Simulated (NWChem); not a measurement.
A series in which one site is exchanged, each optimised at PBE0/def2-SVP with NWChem, gas phase unless a solvent is named. Low-valent species are run as closed-shell singlets; no triplet was tried in these runs. def2 effective core potentials on Sn, Pb; no spin-orbit coupling.

A: [Sn]=[S] (SnS; site = Sn)
B: [S]=[Pb] (PbS; site = Pb)
C: [S]=[Ge] (GeS; site = Ge)
D: S=[Si] (SiS; site = Si)

Values for A:

| Property | Value |
|---|---|
| dipole (D), PBE0/def2-SVP | 3.17 |
| orbital gap (eV), PBE0/def2-SVP | 4.85 |
| static polarisability, PBE/def2-SVPD (bohr³) | 65.4 |
| lowest singlet excitation, PBE/def2-SVPD, TDA (eV) | 3.17 |

### Question
How do these values change for the other members?

### Answer
```csv
change from A,B,C,D
"dipole (D), PBE0/def2-SVP",+0.75,-1.17,-1.61
"orbital gap (eV), PBE0/def2-SVP",-0.30,+0.79,+0.92
"static polarisability, PBE/def2-SVPD (bohr³)",+3.3,-12.7,-15.4
"lowest singlet excitation, PBE/def2-SVPD, TDA (eV)",-0.24,+0.66,+0.93
```
